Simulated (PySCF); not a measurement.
Polarisability and C₆ of Co⁺ (cobalt, charge +1)

[Ar] 3d7 4s1, high-spin 5F determinant (an excited configuration). Calculation: PySCF 2.14, in aug-cc-pVTZ (8s7p5d3f2g, 93 functions); the non-relativistic Hamiltonian (point nucleus). Coupled (time-dependent) response in atomic units; α is the mean over directions.

```json
{"method": "wB97X", "mean α (bohr³)": "26.12", "C₆ (like pair)": "125.6", "S(−4)": "602.1"}
```

S(−4) is the Cauchy moment in α(ω) = α(0) + S(−4) ω² + …

α(iu) at wB97X:

| u (hartree) | α(iu) (bohr³) |
| --- | --- |
| 0 | 26.12 |
| 0.0500 | 24.71 |
| 0.100 | 21.37 |
| 0.200 | 14.46 |
| 0.300 | 10.01 |
| 0.500 | 5.814 |
| 0.750 | 3.740 |
| 1.00 | 2.749 |
| 1.50 | 1.769 |
| 2.00 | 1.271 |
| 3.00 | 0.7674 |
| 5.00 | 0.3773 |

A single London oscillator, α(iu) = α/(1 + u²/ω²), gives C₆ = (3/4) ω α². Matching the computed C₆ needs ω = 4 × 125.6 / (3 × 26.12²) = 0.245 hartree.

For an ion, C₆ is the dispersion term alone; charge-induced terms of lower order in 1/R come first.
